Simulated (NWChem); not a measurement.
System: C4H3ClSi; SMILES C#C[SiH](Cl)C#C

Here is an NWChem input.

```
start job
memory heap 200 mb stack 900 mb global 1100 mb
geometry units angstroms
  Si    -0.072709    -0.366105    -0.466564
  Cl    -0.015469    -1.216589     1.377224
  C     -1.458088     0.860162    -0.515965
  C     -2.365844     1.647711    -0.536063
  C      1.502989     0.563227    -0.745599
  C      2.534416     1.156315    -0.916082
  H     -0.255009    -1.398311    -1.485327
  H     -3.158608     2.339497    -0.553884
  H      3.435932     1.678199    -1.065296
end
basis spherical
  * library def2-svp
end
dft
  xc pbe0
  iterations 150
end
driver
  maxiter 120
end
task dft optimize
task dft freq
```

NWChem printed, in part:

```
             Northwest Computational Chemistry Package (NWChem) 7.3.0
             --------------------------------------------------------

 C1  symmetry detected

                             Geometry "geometry" -> ""
                             -------------------------

 Output coordinates in angstroms (scale by  1.889725989 to convert to a.u.)

  No.       Tag          Charge          X              Y              Z
 ---- ---------------- ---------- -------------- -------------- --------------
    1 Si                  14.0000    -0.03118954    -0.00020329    -0.58865909
    2 Cl                  17.0000    -1.87710206     0.00195799     0.25913568
    3 C                    6.0000     0.89590320     1.49154546    -0.00502316
    4 C                    6.0000     1.48328380     2.46837472     0.37635190
    5 C                    6.0000     0.89319143    -1.49322787    -0.00492960
    6 C                    6.0000     1.47879525    -2.47110018     0.37650634
    7 H                    1.0000    -0.15253825    -0.00035191    -2.04531108
    8 H                    1.0000     1.99946264     3.32183653     0.71179573
    9 H                    1.0000     1.99342209    -3.32547710     0.71200318

 Effective nuclear repulsion energy (a.u.)     281.4407427214

                                Z-matrix (autoz)
                                --------

 Units are Angstrom for bonds and degrees for angles

[...]

      ----------------------
      Optimization converged
      ----------------------

  Step       Energy      Delta E   Gmax     Grms     Xrms     Xmax
  ---- ---------------- -------- -------- -------- -------- --------
@   11    -903.02999250 -1.0D-07  0.00010  0.00003  0.00058  0.00128
                                     ok       ok       ok       ok

                                Z-matrix (autoz)
                                --------

 Units are Angstrom for bonds and degrees for angles

[...]

 Rotational Constants
 --------------------
 A=   0.074921 cm-1  (  0.107792 K)
 B=   0.068938 cm-1  (  0.099184 K)
 C=   0.039063 cm-1  (  0.056201 K)

 Temperature                      =   298.15K
 frequency scaling parameter      =   1.0000

 Zero-Point correction to Energy  =   31.108 kcal/mol  (  0.049574 au)
 Thermal correction to Energy     =   35.797 kcal/mol  (  0.057047 au)
 Thermal correction to Enthalpy   =   36.390 kcal/mol  (  0.057991 au)

 Total Entropy                    =   85.946 cal/mol-K
   - Translational                =   40.090 cal/mol-K (mol. weight = 113.9693)
   - Rotational                   =   28.459 cal/mol-K (symmetry #  =        1)
   - Vibrational                  =   17.398 cal/mol-K

 Cv (constant volume heat capacity) =   25.331 cal/mol-K
   - Translational                  =    2.979 cal/mol-K
   - Rotational                     =    2.979 cal/mol-K
   - Vibrational                    =   19.372 cal/mol-K

[normal modes left out]

 ----------------------------------------------------------------------------
 Normal Eigenvalue ||           Projected Infra Red Intensities
  Mode   [cm**-1]  || [atomic units] [(debye/angs)**2] [(KM/mol)] [arbitrary]
 ------ ---------- || -------------- ----------------- ---------- -----------
    1       -0.000 ||    0.000064           0.001         0.063       0.014
    2       -0.000 ||    0.000206           0.005         0.201       0.045
    3        0.000 ||    0.000425           0.010         0.415       0.092
    4        0.000 ||    0.000148           0.003         0.144       0.032
    5        0.000 ||    0.000158           0.004         0.154       0.034
    6        0.000 ||    0.000039           0.001         0.038       0.008
    7       92.967 ||    0.001488           0.034         1.451       0.323
    8      125.297 ||    0.000541           0.012         0.527       0.117
    9      132.722 ||    0.002319           0.053         2.260       0.504
   10      238.547 ||    0.002849           0.066         2.778       0.619
   11      314.034 ||    0.011983           0.276        11.682       2.604
   12      355.354 ||    0.023837           0.550        23.238       5.179
   13      404.267 ||    0.045248           1.044        44.110       9.831
   14      539.680 ||    0.068946           1.591        67.212      14.980
   15      647.500 ||    0.107115           2.471       104.421      23.273
   16      688.937 ||    0.082368           1.900        80.296      17.896
   17      751.111 ||    0.019992           0.461        19.489       4.344
   18      751.608 ||    0.044816           1.034        43.688       9.737
   19      757.149 ||    0.002595           0.060         2.530       0.564
   20      757.651 ||    0.049841           1.150        48.588      10.829
   21      816.015 ||    0.199129           4.594       194.121      43.266
   22      817.574 ||    0.250493           5.779       244.193      54.426
   23     2172.776 ||    0.039528           0.912        38.534       8.588
   24     2172.880 ||    0.097683           2.254        95.226      21.224
   25     2287.649 ||    0.077679           1.792        75.725      16.878
   26     3473.443 ||    0.077552           1.789        75.602      16.850
   27     3473.714 ||    0.035627           0.822        34.731       7.741
 ----------------------------------------------------------------------------
```

Level: PBE0/def2-SVP.
